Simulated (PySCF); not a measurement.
Gas-phase reaction: 2 TiCl₄.NH₃ = 2 TiCl₄ + 2 NH₂ + H₂

Method: PySCF energies (xtb for GFN2) plus ideal-gas RRHO corrections (1 bar). † marks an energy on the PBE0/def2-TZVP geometry and frequencies; other levels use their own. MP2 freezes the core. 6-31G* has spherical d functions here. Open shells (unrestricted): NH₂ (multiplicity 2); the rest are closed-shell singlets. GFN2 has no spin-polarisation term. B3LYP is the form with VWN-RPA correlation. Adducts (TiCl₄.NH₃) have no counterpoise correction, and HF, PBE, BLYP, B3LYP and PBE0 lack dispersion. TiCl₄.NH₃: computed as isolated molecules; such fragments, hydroxides, amides, oligomers or adducts are transient or little studied in the gas. MP2 isn't extrapolated to the basis-set limit; its ΔH°(298 K) is 628.1 kJ in def2-SVP and 611.3 kJ in def2-TZVPP. The harmonic model lacks anharmonicity and excited electronic states, which grow with temperature; levels with a mode under 35 cm⁻¹ are left out. Soft modes under 120 cm⁻¹ make the harmonic entropy rough for TiCl₄.NH₃, TiCl₄.

```tsv
level	ΔE electronic, kJ	ΔH°(298 K), kJ	ΔS°(298 K), J/K	ΔG°(800 K), kJ
B3LYP/def2-TZVP†	588	524	403	202
GFN2-xTB	915	858	393	545
HF/6-31G*	524	452	413	120
MP2/def2-TZVPP†	675	611	403	289
r2SCAN/def2-TZVP†	622	559	403	236
ωB97X-V/def2-TZVP†	654	590	403	268
```
ΔH° is lowest at HF/6-31G* and highest at GFN2-xTB. No reference value is set beside these.
